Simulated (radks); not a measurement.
Q: The mean radii <r> (bohr) of the occupied orbitals of an atom or ion are listed with their occupations. All-electron calculation, non-relativistic Kohn-Sham, LDA (Slater exchange, Perdew-Wang correlation), spin-unpolarised, spherical densities, point nucleus. Program: a radial shooting solver on a logarithmic mesh with Libxc functionals.

| orbital | occ. | <r> |
|---|---|---|
| 1s | 2 | 0.02520 |
| 2s | 1 | 0.1022 |

Name the element and its charge.

A: Z = 60, neodymium, charge +57: Nd57+ in [He] 2s1. The 1s radius gives Z: for a bare nucleus <r> = 1.5/Z, 0.025 bohr for Z = 60, and screening makes it slightly larger (0.02520 here). The occupations add up to 3, and the charge is Z minus that.
